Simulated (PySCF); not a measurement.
Species: C₆H₂F₂O.
Bonds: O1–C2 (double), C2–C3, C3–F4, C3–C5 (double), C5–C6 (double), C6–C7 (double), C7–C8 (double), C8–F9. Hydrogens: H10 on C2; H11 on C8.

Method: PySCF, PBE0-D3(BJ)/def2-SVP geometry optimisation, gas phase.

(1) List the bond lengths, angles and torsions at this level.

Results:

(1) 
| bond | length (pm) |
| --- | --- |
| O1=C2 | 120.1 |
| C2–C3 | 148.6 |
| C3–F4 | 133.3 |
| C3=C5 | 132.4 |
| C5=C6 | 127.7 |
| C6=C7 | 128.1 |
| C7=C8 | 131.7 |
| C8–F9 | 132.3 |
| C2–H10 | 111.9 |
| C8–H11 | 109.6 |

A selection of angles:
| angle | degrees |
| --- | --- |
| O1–C2–C3 | 124.5 |
| C2–C3–F4 | 113.2 |
| C2–C3–C5 | 124.6 |
| F4–C3–C5 | 122.3 |
| C3–C5–C6 | 175.8 |
| C5–C6–C7 | 179.5 |
| C6–C7–C8 | 177.0 |
| C7–C8–F9 | 123.3 |

Dihedral angles: O1–C2–C3–F4 180° (antiperiplanar). The mirror-image conformer, all signs reversed, is as good.

The C–C distances run from 1.277 Å (C5=C6, drawn double) to 1.486 Å (C2–C3, drawn single), a spread of 0.209 Å.

Point group: C1 (no symmetry element, even within 0.4 Å). Whether it is a minimum is left open (no frequencies). One conformer, not necessarily the lowest.
